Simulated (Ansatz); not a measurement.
Total energies of ZrTe2⁺ from Ansatz at PBE0-D4/def2-TZVP, gas phase (1 Eh = 27.2114 eV = 2625.5 kJ/mol). The reference geometry is relaxed at r2SCAN-D4/def2-TZVP.

| atom | x (Å) | y (Å) | z (Å) |
| --- | --- | --- | --- |
| Zr1 | 1.2429 | -0.3791 | 0.7777 |
| Te2 | -0.5831 | 1.4586 | 0.1684 |
| Te3 | -0.6598 | -1.0795 | -0.9461 |

```tsv
state	geometry	energy (Eh)
charge 1 doublet	reference	-582.90889
charge 0 triplet	reference	-583.13153
charge 1 quartet	relaxed at r2SCAN-D4/def2-TZVP	-582.88127
```

In the def2 sets Te, Zr take a core potential; there is no spin–orbit coupling.

Work out the vertical electron affinity, to the triplet.

E(charge 1 doublet) − E(charge 0 triplet) = -582.90889 − (-583.13153) = 0.22264 Eh = 6.06 eV.

Which of the charge 1 states is lowest, and how far above it are the others?

The doublet. quartet: -582.88127 − (-582.90889) = 0.02762 Eh = 72.5 kJ/mol.

At PBE0-D4/def2-TZVP the charge 1 doublet is spin-contaminated (final ⟨S²⟩ up to 0.83, 0.75 for a pure state). 

The structure comes from a short search, and lower isomers may exist.
